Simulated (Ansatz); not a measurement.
Mulliken charges of `C=[N][SbH][OH]` from ωB97M-V/def2-TZVPP in Ansatz (PBE0-D4/def2-TZVP geometry).

| atom | x (Å) | y (Å) | z (Å) | charge (e) |
| --- | --- | --- | --- | --- |
| C1 | -0.766 | 1.206 | 0.376 | -0.076 |
| N2 | 0.492 | 1.168 | 0.411 | -0.405 |
| Sb3 | 1.464 | -0.621 | 0.170 | 0.709 |
| O4 | -0.063 | -1.705 | -0.460 | -0.523 |
| H5 | -1.273 | 2.167 | 0.525 | 0.103 |
| H6 | -1.415 | 0.339 | 0.191 | 0.092 |
| H7 | 1.914 | -0.196 | -1.426 | -0.072 |
| H8 | -0.260 | -2.415 | 0.157 | 0.171 |

Question: By hand: the dipole of these point charges (1 e Å = 4.8032 D).

Answer: Σ q r = (0.486, -0.258, 0.367) e Å, of length 0.661 e Å = 3.17 D.

Question: How does the dipole of the full density compare? (Estimate.)

Answer: Ansatz gave: (-0.029, -0.284, 0.254) e Å, 1.84 D; the point charges give 1.72 times that, at 53° from its direction.

Point charges leave out the atoms' own dipoles, such as those of lone pairs, and Mulliken's split depends on the basis, so the two needn't agree.
